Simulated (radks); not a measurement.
Values are calculated unless marked as measured or tabulated.
Spherical quantum dot in the effective-mass picture: electrons in a hard-walled sphere of radius 1.98, with a point charge +1 (a donor) at the centre, all in effective atomic units (hartree* = m*/eps^2 hartree, bohr* = eps/m* bohr), one dielectric constant everywhere. Level of theory: non-relativistic Kohn-Sham, exchange-only LDA, spin-polarised, spherical densities (a radial shooting solver with Libxc functionals). Levels are named by radial order and angular momentum (1s, 1p, 1d, 2s, ...), and open shells are averaged over m. Each electron was tried in the lowest free levels, single moves between levels near the top were tried too, and the lowest total energy was kept; such a search can miss a lower state. At N = 1 the Hartree and exchange-correlation terms need not cancel, so that row can carry a self-interaction error.

N	open shells	2S	E (hartree*)	mu = E(N) - E(N-1) (hartree*)	addition energy mu(N+1) - mu(N) (hartree*)	e(HOMO) (hartree*)	rms radius (bohr*)
1	1s(up 1, down 0)	1	-0.0358567	-0.035857	1.015	0.33720	0.9355
2	none	0	0.943591	0.97945	2.197	1.3199	0.9784
3	1p(up 1, down 0)	1	4.11955	3.1760	0.6495	3.4947	1.074
4	1p(up 2, down 0)	2	7.94497	3.8254	0.6715	4.1593	1.124
5	1p(up 3, down 0)	3	12.4419	4.4970	0.9213	4.8357	1.156
6	1p(up 3, down 1)	2	17.8602	5.4183	0.6270	5.7257	1.181
7	1p(up 3, down 2)	1	23.9055	6.0453	0.6502	6.3683	1.200
8	none	0	30.6010	6.6955	2.169	7.0241	1.216
9	1d(up 1, down 0)	1	39.4658	8.8648	0.6244	9.1759	1.238
10	1d(up 2, down 0)	2	48.9551	9.4892	0.6295	9.8033	1.256
11	1d(up 3, down 0)	3	59.0738	10.119	0.6324	10.435	1.271
12	1d(up 4, down 0)	4	69.8249	10.751	0.6342	11.068	1.284
13	1d(up 5, down 0)	5	81.2103	11.385	0.8515	11.703	1.295
14	1d(up 5, down 1)	4	93.4472	12.237	0.6132	12.542	1.305
15	1d(up 5, down 2)	3	106.297	12.850	0.6186	13.159	1.315
16	1d(up 5, down 3)	2	119.766	13.469	0.6219	13.779	1.323
17	1d(up 5, down 4)	1	133.857	14.091	0.6240	14.402	1.330
18	none	0	148.571	14.715	1.568	15.027	1.337
19	2s(up 1, down 0)	1	164.853	16.282	0.9990	16.689	1.333
20	none	0	182.135	17.281	1.124	17.689	1.327
21	1f(up 1, down 0)	1	200.539	18.405	0.6074	18.708	1.336
22	1f(up 2, down 0)	2	219.552	19.012	0.6086	19.316	1.344
23	1f(up 3, down 0)	3	239.173	19.621	0.6095	19.926	1.351
24	1f(up 4, down 0)	4	259.403	20.230	0.6101	20.535	1.358
25	1f(up 5, down 0)	5	280.244	20.841	0.6106	21.146	1.364
26	1f(up 6, down 0)	6	301.695	21.451	0.6109	21.757	1.370
27	1f(up 7, down 0)	7	323.757	22.062	0.8029	22.368	1.375
28	1f(up 7, down 1)	6	346.622	22.865	0.6009	23.165	1.381
29	1f(up 7, down 2)	5	370.088	23.466	0.6022	23.767	1.386
30	1f(up 7, down 3)	4	394.156	24.068	0.6032	24.369	1.390
31	1f(up 7, down 4)	3	418.827	24.671	0.6040	24.973	1.395
32	1f(up 7, down 5)	2	444.102	25.275	0.6045	25.577	1.399
33	1f(up 7, down 6)	1	469.982	25.880	-	26.182	1.403

All shells are closed at N = 2, 8, 18, 20 (there: 1s2 1p6 1d10 2s2); the second difference of the energy has clear peaks (12 % above both neighbours; the first and last values, which can be the largest, are not judged, and half-filled shells can peak too) at N = 2, 5, 8, 13, 18, 20, 27.
